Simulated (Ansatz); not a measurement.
Molecular dynamics of C₄H₇Al

input.yaml

```yaml
crystal:
  periodic: [false, false, false]
  atoms:
    - { symbol: C, position_ang: [0.08517, 1.619505, 1.231665] }
    - { symbol: C, position_ang: [0.613166, 1.000911, 0.148593] }
    - { symbol: C, position_ang: [0.15546, -0.309744, -0.409928] }
    - { symbol: C, position_ang: [0.805415, -0.782856, -1.510249] }
    - { symbol: Al, position_ang: [-1.279374, -1.342568, 0.337142] }
    - { symbol: H, position_ang: [-0.75268, 1.183261, 1.80019] }
    - { symbol: H, position_ang: [0.469916, 2.586315, 1.592788] }
    - { symbol: H, position_ang: [1.455624, 1.494007, -0.378567] }
    - { symbol: H, position_ang: [1.641318, -0.242937, -1.994264] }
    - { symbol: H, position_ang: [0.53467, -1.741685, -1.987997] }
    - { symbol: H, position_ang: [-2.048699, -0.866619, 1.54845] }
    - { symbol: H, position_ang: [-1.602886, -2.65279, -0.343722] }
magnetization:
  spin_polarized: true
basis:
  gaussian: { orbitals: STO-3G }
hamiltonian:
  xc: pbe
  dispersion: d4
md:
  timestep: 1.0
  n_steps: 136
  ensemble: nvt_langevin
  temperature: 1500.0
  initial_velocities: maxwell_boltzmann
  seed: 453993
  friction: 0.05
```

Run as:

```bash
$ ansatz run input.yaml --threads 1 --pin off --max-ram 2048MiB --backend cpu --events-out ev --progress --plain --runs-dir out
```

It starts from a relaxed structure.

Output, in part (step lines, the closing report, with atoms numbered from 0):

```
md step     0: t =     0.00 fs  T =  1375.0 K  F+E_penalty+E_count = -10716.73446719 eV  E_kin = 2.132790 eV  (27 SCF iters)
[... lines left out ...]
Total energy: -10715.20092532 eV, -393.7763709816 hartree
Atom 0 at     0.392121     1.336365     1.241624 Å, force     1.065149    -1.281738     0.587966 eV/Å
Atom 1 at     0.967129     0.854229     0.071304 Å, force    -0.398639     1.378278    -0.464116 eV/Å
Atom 2 at     0.263863    -0.168264    -0.818125 Å, force     0.648228     0.222853     0.640521 eV/Å
Atom 3 at     0.931286    -0.515088    -1.979368 Å, force     1.545965     4.737867     1.277929 eV/Å
Atom 4 at    -1.424577    -1.094340    -0.347633 Å, force     0.057630    -1.245737     0.086606 eV/Å
Atom 5 at    -0.628835     0.817393     1.375160 Å, force     1.293075     0.963933     1.012184 eV/Å
Atom 6 at     1.004827     1.855675     2.152025 Å, force    -2.059784    -0.917048    -2.652233 eV/Å
Atom 7 at     1.858610     1.362480    -0.436074 Å, force    -0.449907    -0.846248     1.114837 eV/Å
Atom 8 at     1.746467     0.219858    -2.458381 Å, force    -1.349197    -2.079559     1.459472 eV/Å
Atom 9 at     0.459579    -1.103982    -2.686358 Å, force    -1.281044    -2.336285    -2.228570 eV/Å
Atom 10 at    -2.155780    -1.688422     0.951019 Å, force     1.028042     1.138945    -0.901251 eV/Å
Atom 11 at    -1.992936    -1.699965    -1.622832 Å, force    -0.099519     0.264740     0.066654 eV/Å
Dipole moment:    -0.074483     0.104761     0.099912 e Å
```

The steps, from the saved trajectory:

```json
{"time (fs)": "0.0", "T (K)": "1375", "potential energy less start (eV)": "0.000"}
{"time (fs)": "4.0", "T (K)": "1416", "potential energy less start (eV)": "0.736"}
{"time (fs)": "8.0", "T (K)": "1050", "potential energy less start (eV)": "1.465"}
{"time (fs)": "12.0", "T (K)": "1105", "potential energy less start (eV)": "1.488"}
{"time (fs)": "16.0", "T (K)": "952", "potential energy less start (eV)": "1.640"}
{"time (fs)": "20.0", "T (K)": "1165", "potential energy less start (eV)": "1.603"}
{"time (fs)": "24.0", "T (K)": "1140", "potential energy less start (eV)": "1.378"}
{"time (fs)": "28.0", "T (K)": "1367", "potential energy less start (eV)": "1.313"}
{"time (fs)": "32.0", "T (K)": "1053", "potential energy less start (eV)": "1.233"}
{"time (fs)": "36.0", "T (K)": "1158", "potential energy less start (eV)": "1.029"}
{"time (fs)": "40.0", "T (K)": "1060", "potential energy less start (eV)": "1.278"}
{"time (fs)": "44.0", "T (K)": "1093", "potential energy less start (eV)": "1.512"}
{"time (fs)": "48.0", "T (K)": "986", "potential energy less start (eV)": "1.038"}
{"time (fs)": "52.0", "T (K)": "1046", "potential energy less start (eV)": "1.752"}
{"time (fs)": "56.0", "T (K)": "898", "potential energy less start (eV)": "1.711"}
{"time (fs)": "60.0", "T (K)": "960", "potential energy less start (eV)": "1.444"}
{"time (fs)": "64.0", "T (K)": "868", "potential energy less start (eV)": "1.547"}
{"time (fs)": "68.0", "T (K)": "1266", "potential energy less start (eV)": "1.114"}
{"time (fs)": "72.0", "T (K)": "1953", "potential energy less start (eV)": "1.471"}
{"time (fs)": "76.0", "T (K)": "1689", "potential energy less start (eV)": "1.599"}
{"time (fs)": "80.0", "T (K)": "1152", "potential energy less start (eV)": "1.747"}
{"time (fs)": "84.0", "T (K)": "1051", "potential energy less start (eV)": "1.829"}
{"time (fs)": "88.0", "T (K)": "1559", "potential energy less start (eV)": "1.380"}
{"time (fs)": "92.0", "T (K)": "918", "potential energy less start (eV)": "1.704"}
{"time (fs)": "96.0", "T (K)": "1272", "potential energy less start (eV)": "1.250"}
{"time (fs)": "100.0", "T (K)": "1496", "potential energy less start (eV)": "1.033"}
{"time (fs)": "104.0", "T (K)": "1411", "potential energy less start (eV)": "1.266"}
{"time (fs)": "108.0", "T (K)": "841", "potential energy less start (eV)": "1.252"}
{"time (fs)": "112.0", "T (K)": "1274", "potential energy less start (eV)": "0.825"}
{"time (fs)": "116.0", "T (K)": "1064", "potential energy less start (eV)": "1.232"}
{"time (fs)": "120.0", "T (K)": "937", "potential energy less start (eV)": "1.271"}
{"time (fs)": "124.0", "T (K)": "1103", "potential energy less start (eV)": "1.357"}
{"time (fs)": "128.0", "T (K)": "723", "potential energy less start (eV)": "1.771"}
{"time (fs)": "132.0", "T (K)": "1106", "potential energy less start (eV)": "1.786"}
{"time (fs)": "136.0", "T (K)": "1323", "potential energy less start (eV)": "1.534"}
```

All steps were run. The mean temperature of the second half is 19 % below the set value. A run of 0.14 ps of so small a system gives no equilibrium averages. Limits of this set-up: minimal basis.

The same pairs are bonded in the first frame and the last. Pairs count as bonded within 1.25 times the sum of covalent radii (0.12 Å more for H–H).

Last frame:

```xyz
12
Properties=species:S:1:pos:R:3
C 0.392 1.336 1.242
C 0.967 0.854 0.071
C 0.264 -0.168 -0.818
C 0.931 -0.515 -1.979
Al -1.425 -1.094 -0.348
H -0.629 0.817 1.375
H 1.005 1.856 2.152
H 1.859 1.363 -0.436
H 1.746 0.220 -2.458
H 0.460 -1.104 -2.686
H -2.156 -1.688 0.951
H -1.993 -1.700 -1.623
```

Time of the run: 21 min on 1 thread of AMD EPYC (Zen 3), with other jobs on the host, peak memory 0.13 GiB.
